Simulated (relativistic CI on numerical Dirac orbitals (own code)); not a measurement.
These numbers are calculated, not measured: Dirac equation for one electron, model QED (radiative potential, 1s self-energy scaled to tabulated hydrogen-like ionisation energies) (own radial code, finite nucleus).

CI space: 1s, 2s, 2p, 3s, 3p, 3d, 4s, 4p, 4d, 4f, 5s, 5p, 5d, 5f, 5g, 6s, 6p, 6d. Levels of other configurations are missing.

Outline of the computed level scheme of K XIX. Lowest level of each configuration: 1s ²S1/2 at 0.00 eV; 2p ²P°1/2 at 3698.70 eV; 2s ²S1/2 at 3698.89 eV; 3p ²P°1/2 at 4385.67 eV; 3s ²S1/2 at 4385.73 eV; 3d ²D3/2 at 4387.44 eV; 4p ²P°1/2 at 4625.87 eV; 4s ²S1/2 at 4625.89 eV; 4d ²D3/2 at 4626.61 eV.

Some strong electric-dipole decays among the lowest 14 levels: 2p ²P°1/2 → 1s ²S1/2 (8.2e+13 s⁻¹); 2p ²P°3/2 → 1s ²S1/2 (8.1e+13 s⁻¹); 3p ²P°3/2 → 1s ²S1/2 (2.2e+13 s⁻¹); 3p ²P°1/2 → 1s ²S1/2 (2.2e+13 s⁻¹); 4p ²P°3/2 → 1s ²S1/2 (8.9e+12 s⁻¹); 4p ²P°1/2 → 1s ²S1/2 (8.8e+12 s⁻¹); 3d ²D5/2 → 2p ²P°3/2 (8.4e+12 s⁻¹); 3d ²D3/2 → 2p ²P°1/2 (7.1e+12 s⁻¹).
